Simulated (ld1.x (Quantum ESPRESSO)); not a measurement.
# Logarithmic derivatives: Pt, TM

ld1.x (Quantum ESPRESSO) 7.5 input, shortened:

```
&input
   title='Pt', zed=78., rel=1, dft='PZ', iswitch=3,
   config='[Xe] 4f14 5d7 6s0 6p0'
 /
 &inputp
   pseudotype=2, tm=.true., lloc=2,
   nlcc=.false.
 /
3
6S  1  0   0.00   0.00  2.20  2.20  0.0
6P  2  1   0.00   0.00  1.95  1.95  0.0
5D  3  2   7.00   0.00  2.00  2.00  0.0
 &test
   configts(1)='5d7 6s0 6p0'
 /
```

The phase is arctan(r·u′/u) with u = r·R(r), unwrapped; energies in Ry, scanned from -5 to 5 Ry. A pole is an energy at which the radial function vanishes at the test radius. The pseudo phase is shifted by a multiple of π to meet the all-electron one at the reference energy, and phase errors are pseudo minus all-electron; the curves can meet again beyond the range given. Levels narrower than the energy grid can be missing from the lists of poles.

| channel | radius (bohr) | reference energy (Ry) | poles, all-electron | poles, pseudo | unbroken range about the reference energy with phases within 0.05 rad | phase error 1 Ry above the reference energy (rad) |
| --- | --- | --- | --- | --- | --- | --- |
| s | 2.40 | -2.41 | 0.14 | -0.02 | below 1.5 | -0.004 |
| p | 2.40 | -1.72 | 2.19 | -2.29, 3.20 | -2.0 to -1.3 | +0.079 |
| d | 2.40 | -2.87 | -2.41 | -2.41 | below 1.1 | -0.000 |

Note: ghost states, extra bound levels that the all-electron valence spectrum of the same l lacks: s at -95.4 eV, p at -31.6 eV. A true bound ghost makes a file unfit for plane-wave use.

Phases in the p channel:

```
E (Ry)  all-electron  pseudo
 -5.00         1.329   4.433
 -4.48         1.297   4.400
 -3.96         1.256   4.353
 -3.44         1.197   4.282
 -2.92         1.105   4.160
 -2.40         0.938   3.671
 -1.88         0.570   0.580
 -1.36        -0.216  -0.180
 -0.84        -0.910  -0.832
 -0.32        -1.215  -1.144
  0.20        -1.361  -1.300
  0.72        -1.445  -1.390
  1.24        -1.501  -1.450
  1.76        -1.543  -1.492
  2.28        -1.576  -1.525
  2.80        -1.606  -1.552
  3.32        -1.633  -1.576
  3.84        -1.661  -1.597
  4.36        -1.692  -1.618
  4.88        -1.728  -1.638
```
